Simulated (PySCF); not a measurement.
## Ionisation of 4-tert-butylbenzoic acid

System: 4-tert-butylbenzoic acid, `CC(C)(C)c1ccc(C(=O)O)cc1` (C11H14O2). Numbering: `[CH3:1][C:2]([CH3:3])([CH3:4])[c:5]1[cH:6][cH:7][c:8]([C:9](=[O:10])[OH:11])[cH:12][cH:13]1` These are map numbers, not IUPAC locants.

These are calculated values, ωB97X-D3(BJ)/ma-def2-SVP in PySCF (grid level 2) at geometries from PBE0-D3(BJ)/def2-SVP. The prefix ma- adds one diffuse s and one diffuse p function on all atoms but H. Thermal corrections: GFN2-xTB frequencies, unscaled, ideal gas at 298.15 K and 1 bar, quasi-RRHO entropy. These were taken at the GFN2-xTB minima.

Frontier levels of the parent: HOMO -9.57 eV, LUMO 0.53 eV.

Oxidation to the radical cation:
* Vertical ionisation energy (electronic): 9.19 eV
* Adiabatic ionisation energy (with zero-point energy): 8.88 eV
* Adiabatic, electronic part: 8.99 eV
* Vertical gap at the product's structure: 8.68 eV
* Inner reorganisation energy (four-point): 502 meV
* Relaxation of product / of parent: 191 / 311 meV
* ⟨S²⟩ of the product: 0.777
* Largest spin populations: C8 0.43, C5 0.33, C6 0.16, O10 0.09
* Largest changes of atomic charge: C8 0.17, C5 0.17
* Distances that move most (Å): C5–C6 1.400 → 1.441; C2–C5 1.529 → 1.490; C2–C4 1.536 → 1.573; C5–C13 1.405 → 1.433
* Potential in acetonitrile: 6.93 V absolute (solvation -33 → -217 kJ/mol)

Solvents are IEF-PCM continua (electrostatics only, gas-phase structures); absolute potentials refer to an electron at rest in vacuum.

Measured values (NIST Chemistry WebBook, evaluated or the median of agreeing entries): adiabatic ionisation energy 8.94 eV (computed 8.88, difference -0.06).

Caveats: ma-def2-SVP is a small basis, whose errors can reach tens of kJ/mol.
